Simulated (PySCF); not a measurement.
[La(H2O)4]3+: from a saddle point downhill

PySCF 2.14.0, RKS PBE, La def2-SVP with ECP46, O def2-SVP, H def2-SVP; non-relativistic Hamiltonian with scalar-relativistic core potentials where named; density fitting; no spin-orbit coupling. Relaxed within the symmetry of its start, the geometry (D2d) is

```xyz
13

La    0.0000    0.0000    0.0000
O     1.4023    1.4165    1.4165
H     1.7741    1.2178    2.3148
H     1.7741    2.3148    1.2178
O    -1.4023   -1.4165    1.4165
H    -1.7741   -1.2178    2.3148
H    -1.7741   -2.3148    1.2178
O     1.4023   -1.4165   -1.4165
H     1.7741   -2.3148   -1.2178
H     1.7741   -1.2178   -2.3148
O    -1.4023    1.4165   -1.4165
H    -1.7741    2.3148   -1.2178
H    -1.7741    1.2178   -2.3148
```

and its lowest harmonic modes are -148, -89, -89, -23, 41, 53 cm⁻¹ (negative: unstable). It was moved along the lowest mode and relaxed again, within the group S4 that the move left.

Problem. Where does it end, and how much lower?

Solution. In S4, 0.048 eV lower, after 18 steps:
```xyz
13

La    0.0000    0.0000    0.0000
O     1.4419    1.3635    1.4251
H     1.3665    1.5323    2.3998
H     2.2564    1.8713    1.1726
O    -1.4420   -1.4251    1.3635
H    -2.2569   -1.1725    1.8709
H    -1.3660   -2.4000    1.5327
O     1.4419   -1.3635   -1.4251
H     2.2564   -1.8713   -1.1726
H     1.3665   -1.5323   -2.3998
O    -1.4420    1.4251   -1.3635
H    -1.3660    2.4000   -1.5327
H    -2.2569    1.1725   -1.8709
```

Problem. How do the contacts change?

Solution. 
```json
{"contact": "La1–O2 (H2O)", "saddle (Å)": "2.445", "end (Å)": "2.443"}
{"contact": "La1–O5 (H2O)", "saddle (Å)": "2.445", "end (Å)": "2.443"}
{"contact": "La1–O8 (H2O)", "saddle (Å)": "2.445", "end (Å)": "2.443"}
{"contact": "La1–O11 (H2O)", "saddle (Å)": "2.445", "end (Å)": "2.443"}
```


Problem. Is the end a minimum?

Solution. Yes, as far as the noise of the softest modes lets one tell (those above −25 cm⁻¹ count as noise); lowest modes -17, 29, 35, 56, 57, 84 cm⁻¹.

State: singlet.
